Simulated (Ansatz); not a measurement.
BFH4OSi (`FBO[SiH3]`), relaxed with RKS PBE0-D4/def2-TZVP in Ansatz 0.2.0 from a PBE-D4/def2-SVP geometry. The force threshold is 0.005 eV/Å; the program also tests the step.

Total charge 0; spin multiplicity 1.

Start:

```xyz
8

F    -1.562    2.111   -0.893
B    -1.166    0.880   -0.562
O     0.089    0.725   -0.077
Si    0.955   -0.635    0.448
H    -1.945   -0.046   -0.711
H     1.327   -0.416    1.883
H     0.115   -1.874    0.309
H     2.188   -0.745   -0.397
```

(1) By how much does the energy fall, and how many steps does the optimiser take? (Best estimate.)

(2) Which bonds change most? (Estimate.)

(3) Give the relaxed structure. (Estimate.)

Answers

(1) The calculation gave: 0.04 eV, in 6 steps.

(2) Computed: O3–Si4 from 1.696 to 1.655 Å; B2–H5 from 1.220 to 1.198 Å; Si4–H7 from 1.503 to 1.485 Å; Si4–H6 from 1.499 to 1.481 Å.

(3) Computed: 
```xyz
8

F    -1.538    2.092   -0.879
B    -1.155    0.866   -0.557
O     0.084    0.693   -0.071
Si    0.944   -0.625    0.442
H    -1.929   -0.035   -0.711
H     1.313   -0.406    1.860
H     0.120   -1.854    0.310
H     2.161   -0.731   -0.394
```
